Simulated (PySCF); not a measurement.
## Telling isomers of C6H8FN3 apart by NMR

- GFN2-xTB geometry
- shieldings: GIAO PBE0/pcSseg-1
- code: PySCF
- one averaged value for each set of equivalent atoms, one computed conformer, non-relativistic, isolated molecule

Shifts are taken against calculated references (same method and geometry level): $^{1}$H, $^{13}$C against TMS. Splittings of carbon signals by F and P are missing where no couplings were computed. Where no couplings were computed, multiplicities follow the n + 1 count of equivalent neighbours, and m marks all less simple cases (inequivalent or close neighbours, rings, F or P nearby). Shifts are as computed. Against solution values, carbons near 30 ppm lie about +3 ppm off and those near 130 ppm about +5 ppm. Of 1211 compounds with measured shifts, 218 miss one by over three times the rms of a fit or turn the order of signals round; such compounds aren't used in these exercises.

(1) Tabulate the signals of `CN(C)c1ccnnc1F`, `Fc1cnn(C2CCC2)n1` and their relative energies.

(2) What is the quickest way to tell CN(C)c1ccnnc1F from Fc1cnn(C2CCC2)n1?

## Answers

(1) 
| SMILES | carbon types | δC | δH | E rel. (kcal/mol) |
| --- | --- | --- | --- | --- |
| CN(C)c1ccnnc1F | 2×C 2×CH 2×CH3 | 164.0, 154.2, 137.7, 112.4, 44.0 | 8.90 (d, 1H), 6.17 (m, 1H), 3.24 (s, 6H) | 0.0 |
| Fc1cnn(C2CCC2)n1 | 1×C 2×CH 3×CH2 | 172.8, 121.1, 58.5, 31.5, 14.2 | 7.10 (m, 1H), 4.92 (m, 1H), 2.90 (m, 2H), 2.56 (m, 2H), 1.96 (m, 1H), 1.86 (m, 1H) | 3.3 |

Energies are electronic energies at PBE0/pcSseg-1 on these geometries, without zero-point or thermal terms, each for the one conformer computed, which needn't be the lowest.

(2) Both give the same number of carbon signals, but DEPT or the intensities differ. The first has a methyl carbon bonded to N (CH3) at 44.0 ppm, the second an sp3 CH2 in a ring at 31.5 ppm. Their most deshielded carbons lie at 164.0 and 172.8 ppm. In the proton spectra the most deshielded non-exchanging signals are 8.90 (d, 1H) and 7.10 (m, 1H).
